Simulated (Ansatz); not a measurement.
Relaxing a trial structure of CH5ClFSi2+

The starting geometry of this gas-phase singlet was optimised with GFN2-xTB; its bonds are those of `F[SiH2]C[SiH+]Cl`.

```tsv
atom	x (Å)	y (Å)	z (Å)
C	0.6838	0.7052	0.4708
Cl	0.5956	0.9547	-2.8666
F	-2.0145	0.6852	-0.1029
Si	-1.1244	1.0148	1.1991
Si	0.6416	-0.0750	-1.2162
H	-1.4388	0.0016	2.1832
H	-1.3024	2.4198	1.4961
H	1.2273	0.0900	1.1902
H	1.1982	1.6691	0.4407
H	0.5445	-1.5207	-1.2959
```

Problem. Predict what becomes of its bonds when it is optimised with r2SCAN-D4/def2-SVP.

Solution. A new bond forms, giving a structure with F3 bridging Si5 and Si4, given below by its coordinates. Distances that change by over a tenth: F3–Si4 (1.61 → 1.83 Å). Contacts that close: F3–Si5 (2.98 → 1.84 Å).

The energy falls by 0.82 eV over 13 steps:

```
step  E − E(last) (eV)
   1             0.820
   2             0.605
   4             0.320
   5             0.088
   6             0.011
   8             0.002
   9             0.001
  10             0.000
  12             0.000
  13             0.000
```

Final geometry (Å):

```yaml
atoms:
  - { symbol: C, position_ang: [0.8022, 0.7297, 0.5992] }
  - { symbol: Cl, position_ang: [0.3600, 1.1877, -2.6454] }
  - { symbol: F, position_ang: [-1.4763, 0.2765, -0.3864] }
  - { symbol: Si, position_ang: [-0.9450, 1.0200, 1.2023] }
  - { symbol: Si, position_ang: [0.2276, 0.0192, -1.0244] }
  - { symbol: H, position_ang: [-1.5034, 0.0965, 2.2064] }
  - { symbol: H, position_ang: [-1.4889, 2.3885, 1.1390] }
  - { symbol: H, position_ang: [1.3724, 0.0054, 1.2067] }
  - { symbol: H, position_ang: [1.4022, 1.6484, 0.4863] }
  - { symbol: H, position_ang: [0.2602, -1.4274, -1.2850] }
```

The end wasn't checked by frequencies. Run with Ansatz 0.2.0, 19 s on 2 threads of Intel(R) Xeon(R) 6975P-C (Granite Rapids), with other jobs on the host.
